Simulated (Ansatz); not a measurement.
The cluster Al3Ga2⁺, relaxed as a singlet with RKS r2SCAN-D4/def2-SVP in Ansatz, starting from the GFN1-xTB geometry. Force threshold 0.02 eV/Å.

The structure comes from a short search, and lower isomers may exist.

Start:

```xyz
5

Al    0.4714    1.5476   -1.7076
Al   -0.5090    2.1480    0.6309
Al   -0.4335   -2.4134    2.0745
Ga   -0.2416   -0.3573    0.7023
Ga    0.7127   -0.9248   -1.7001
```

Q: Estimate the energy that the relaxation releases and the steps that it takes.

A: 92.3 kJ/mol, in 13 steps; 26 s on 4 threads of Arm Neoverse V2 on a shared host. No frequencies were taken in this run, so the end may be a saddle point.

Q: Does the start keep its bonding?

A: Bonds lost: Ga4–Ga5 (atoms count from 1). Bonds formed: Al1–Ga4, Al3–Ga5 (atoms count from 1). The end is the same structure that another start reached, the lowest one found.

Q: Predict the relaxed structure.

A: 
```xyz
5

Al    0.422    0.975   -1.288
Al   -0.574    2.478    0.517
Al   -0.100   -2.196    0.940
Ga   -0.521    0.158    1.179
Ga    0.773   -1.415   -1.349
```
Bond lengths (bridged metal pairs left out): 5 × Al–Ga 2.40 to 2.77 Å; 1 × Al–Al 2.55 Å.
